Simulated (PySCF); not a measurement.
PySCF input for SnBr2, SMILES [Sn]([Br])[Br] (connectivity only; charge and spin as stated), neutral, multiplicity 1, ωB97X-D3(BJ)/def2-SVP. Coordinates come from a ωB97X-D3(BJ)/def2-SVP optimisation. The isomer is the one that the SMILES or the coordinates give; other isomers of the formula were not compared. The def2 effective core potentials stand for the cores of Sn; spin–orbit coupling is left out.

```python
import numpy as np
from pyscf import gto, scf, dft, df
from pyscf.hessian import thermo

mol = gto.M(
    atom='''
    Sn    0.00000000   -0.00000001    0.95554276
    Br    0.00000000   -1.89774723   -0.68253055
    Br    0.00000000    1.89774724   -0.68253054
    ''',
    basis='def2-SVP',
    ecp={'Sn': 'def2-svp'},
    charge=0,
    spin=0,
    max_memory=1600,
    verbose=3,
)
mf = dft.RKS(mol, xc='wb97x-d3bj').density_fit(auxbasis='def2-universal-jkfit')
mf.grids.level = 3
mf.conv_tol = 1e-11
mf.max_cycle = 100
mf.kernel()

# [left out here: the lines that compute and print the analytic Hessian (its translational invariance restored by hand, since the grid's response is missing), thermochemistry and intensities]
```

It prints:

```
converged SCF energy = -5362.00676602315

WARN: DFTD3 does not support analytical Hessian, using finite difference


WARN: Mole.unit (angstrom) is changed to Bohr

Mode                                 0                   1                   2
Irrep
Freq [cm^-1]                       82.4667            261.9231            267.2764
Reduced mass [au]                  85.0163             93.1673             91.5736
Force const [Dyne/A]                0.3407              3.7658              3.8543
Char temp [K]                     118.6512            376.8490            384.5512
Normal mode                   x     y     z       x     y     z       x     y     z
       0  Sn                 0.00  0.00 -0.04   -0.00 -0.06 -0.00    0.00  0.00 -0.06
       1  Br                -0.00 -0.07  0.03   -0.00  0.04  0.04    0.00  0.04  0.04
       2  Br                -0.00  0.07  0.03   -0.00  0.04 -0.04   -0.00 -0.04  0.04
temperature 298.1500 [K]
pressure 101325.00 [Pa]
Rotational constants [GHz] 2.76515 0.87810 0.66646
Symmetry number 2
Zero-point energy (ZPE) 0.00139 [Eh]   3658.576 [J/mol]
                           tot       elec      trans        rot        vib
Entropy [J/mol/K]       327.034      0.000    178.955    118.398     29.681
Cv [J/mol/K]             47.691      0.000     12.472     12.472     22.748
Cp [J/mol/K]             56.006      0.000     20.786     12.472     22.748
Internal energy [J/mol]                      3718.434   3718.434   8125.554
Internal energy [Eh]   -5362.00084  -5362.00677
Enthalpy [J/mol]                             6197.391   3718.434   8125.554
Enthalpy [Eh]          -5361.99989
Gibbs free energy [J/mol]                  -47158.038 -31581.960   -723.879
Gibbs free energy [Eh] -5362.03703
static polarisability / bohr^3: [[43.198  0.    -0.   ]
 [ 0.    89.295  0.   ]
 [-0.    -0.    68.988]]
largest difference of analytic and finite-field dipole derivatives / e: 0.0016899170187767432
mode   freq/cm-1   IR/(km/mol)   Raman/(A^4/amu)   depolarisation
   1       82.47         1.091             3.182            0.683
   2      261.92        64.175             6.359            0.750
   3      267.28        30.844             9.265            0.165
max |gradient| / (hartree/bohr): 8.131911526383737e-05
APT charges: [ 1.2362 -0.6181 -0.6181]
```

The run converged.
